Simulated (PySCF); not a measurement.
Stretching NaGe

Set-up: PySCF, scalar-relativistic core potentials, basis sets Na cc-pVDZ, Ge cc-pVDZ-PP with ECP10. Energies in eV from Na + Ge in their ground configurations at the same level. State: ⁴Σ⁻ (quartet), unpaired electrons σ ↑, π ↑↑.

All columns are PBE0. A positive dipole means Na(−)Ge(+).

| R (Å) | E (eV) | μ (D) | Mulliken charge on Na (basis-dependent) | HOMO (eV) | LUMO (eV) | Mayer bond order | ⟨S²⟩ |
| --- | --- | --- | --- | --- | --- | --- | --- |
| 2.374 | -0.986 | -6.02 | 0.34 | -4.46 | -1.85 | 1.08 | 3.75 |
| 2.484 | -1.148 | -6.29 | 0.32 | -4.37 | -1.88 | 1.08 | 3.75 |
| 2.594 | -1.237 | -6.54 | 0.31 | -4.29 | -1.92 | 1.07 | 3.75 |
| 2.677 | -1.269 | -6.72 | 0.30 | -4.23 | -1.94 | 1.06 | 3.75 |
| 2.760 | -1.277 | -6.89 | 0.30 | -4.18 | -1.95 | 1.04 | 3.75 |
| 2.843 | -1.267 | -7.04 | 0.30 | -4.13 | -1.97 | 1.01 | 3.75 |
| 2.953 | -1.234 | -7.24 | 0.31 | -4.08 | -1.99 | 0.97 | 3.75 |
| 3.091 | -1.168 | -7.45 | 0.32 | -4.02 | -2.02 | 0.92 | 3.75 |
| 3.257 | -1.069 | -7.64 | 0.33 | -3.97 | -2.04 | 0.86 | 3.75 |
| 3.478 | -0.923 | -7.76 | 0.34 | -3.94 | -2.15 | 0.78 | 3.75 |

A fit through these points gives, at Re = 2.754 Å, μ = -6.87 D and dμ/dR = -1.99 D/Å; the reduced mass is 17.54 u.

Task: How strong is the fundamental in the double-harmonic approximation, I = 42.26·(dμ/dR)²/μred km/mol?

Result: I = 42.26·(-1.99)²/17.54 = 9.54 km/mol at PBE0.

Spin–orbit coupling is left out. The state was picked by a PBE0 search and need not be the measured ground state.
